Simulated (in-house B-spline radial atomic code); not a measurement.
Values are calculated unless marked as measured or tabulated.
## Ar in an electron gas of r_s = 3.3: phase shifts, screening and friction

A nucleus sits in a uniform electron gas with a rigid positive background. The Kohn-Sham equations are solved self-consistently in the spin-unpolarised LDA (PW92), non-relativistic, on B-splines with outgoing waves at the boundary and partial waves to l = 8. The model has no lattice, no bands and no magnetic solution. Atomic units; δ_l are the phase shifts at the Fermi level, counted so that each bound state adds π, and good to about 0.0005.

The density parameter is r_s = 3.3 bohr.

| l | δ_l (rad) |
| --- | --- |
| 0 | 8.7903 |
| 1 | 6.0875 |
| 2 | 0.2376 |
| 3 | 0.0069 |
| 4 | -0.0014 |
| 5 | 0.0000 |
| 6 | -0.0001 |
| 7 | 0.0001 |
| 8 | 0.0000 |

Bound levels below the band bottom (hartree): s -113.6, s -10.64, p -8.293, s -0.7515, p -0.2529.

**Question.** Check the Friedel sum rule, and say where the screening charge sits.

**Answer.** k_F = (9π/4)^(1/3)/r_s = 0.58156. The rule is Z = (2/π) Σ (2l + 1) δ_l. The terms are s 5.596, p 11.626, d 0.756, f 0.031 and -0.008 beyond, in all 18.002 against Z = 18. Bound states hold 6 s, 12 p, 0 d electrons, so the scattering states carry 0.00 in all; where a term is smaller than its bound count, the bound level has drawn weight out of the band.

**Question.** Find the transport cross section and the electronic stopping of a 2 keV Ar ion (mass 39.95 u).

**Answer.** σ_tr = (4π/k_F²) Σ (l + 1) sin²(δ_l − δ_(l+1)). The terms for l = 0 to 3 are 0.1805, 0.3526, 0.1569, 0.0003, all together 0.6902, so σ_tr = 37.155 × 0.6902 = 25.644 bohr². With n = 3/(4π r_s³) = 0.006643, the friction coefficient is Q = n k_F σ_tr = 0.0991. For v well below v_F = 0.582, dE/dx = Q v; with 24801 eV per u at v = 1, v = √(2000/(24801 × 39.95)) = 0.0449, so dE/dx = 0.00445 hartree/bohr = 2.29 eV/nm. The largest term couples the p and d waves.
